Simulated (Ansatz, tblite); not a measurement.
Isomers of Zr$_{2}$O$_{5}$H$_{2}$ (singlet), found by a short tight-binding search and relaxed with B3LYP-D4/def2-SVP in Ansatz.

In the def2 sets Zr takes a core potential; there is no spin–orbit coupling. The xTB rows come from tblite. Correlated methods freeze 5 core orbitals; core or outer-core shells of Zr are correlated, in sets that lack core-valence functions.

B: At CCSD(T)/def2-SVP the test of the restricted singlet for broken spin symmetry was undecided. It holds 1 O–O bond. C: At CCSD(T)/def2-SVP the test of the restricted singlet for broken spin symmetry was undecided. It holds 1 O–O bond.

Other spin states weren't relaxed.

A:

```xyz
9

Zr    1.2323    0.0185    0.1202
Zr   -1.7136    0.3179   -0.6615
O    -0.3378   -0.8651   -1.0867
O    -0.5131    1.2766    0.3934
O     2.7783    0.8092   -0.8434
O     1.6251   -0.9414    1.5556
O    -3.2127   -0.4665    0.2965
H    -3.5969   -0.9884    1.0071
H     3.7383    0.8391   -0.7811
```

B:

```xyz
9

Zr   -1.709    0.488    1.229
Zr    0.889    0.354   -0.643
O    -0.255    1.552    0.533
O     1.251    1.012   -2.443
O     0.314   -0.148   -2.445
O    -1.611    0.296    2.971
O    -0.723   -1.029    0.214
H     2.334   -0.583    0.147
H    -0.490   -1.941    0.439
```

C:

```xyz
9

Zr   -1.1715    0.2034   -0.7546
Zr    1.5687    0.3256    0.5832
O     2.4789   -1.0890    1.5456
O    -0.1726    0.6355    1.1282
O    -1.9087    1.3277   -2.1693
O    -1.9533    2.0004   -0.8334
O     0.8760   -0.1683   -1.0965
H    -2.2691   -1.2955   -0.3913
H     2.5515   -1.9399    1.9881
```

Problem. Estimate their order by electronic energy at PBE0-D4/def2-TZVP, counted from the lowest.

Solution. A (0.0) < C (390.3) < B (447.0), in kJ/mol.

Problem. Do the other levels pick the same lowest one?

Solution. All that were run do. Energies above each level's lowest (kJ/mol):

| level | A | B | C |
| --- | --- | --- | --- |
| GFN1-xTB | 0.0 | 271.6 | 209.8 |
| GFN2-xTB | 0.0 | 82.0 | 37.5 |
| HF/def2-SVP | 0.0 | 488.5 | 424.7 |
| LDA (SPW92)/def2-TZVP | 0.0 | 435.2 | 376.9 |
| PBE-D4/def2-TZVP | 0.0 | 426.2 | 372.7 |
| r2SCAN-D4/def2-TZVP | 0.0 | 440.9 | 384.0 |
| r2SCANh-D4/def2-TZVP | 0.0 | 447.9 | 390.4 |
| PBE0-D4/def2-TZVP | 0.0 | 447.0 | 390.3 |
| MP2/def2-SVP | 0.0 | 487.1 | 448.4 |
| CCSD/def2-SVP | 0.0 | 462.7 | 409.8 |
| CCSD(T)/def2-SVP | 0.0 | 455.9 | 405.1 |
Point groups (tolerance 0.1 Å): A Cs, B not assigned, C not assigned. Lower isomers may exist.
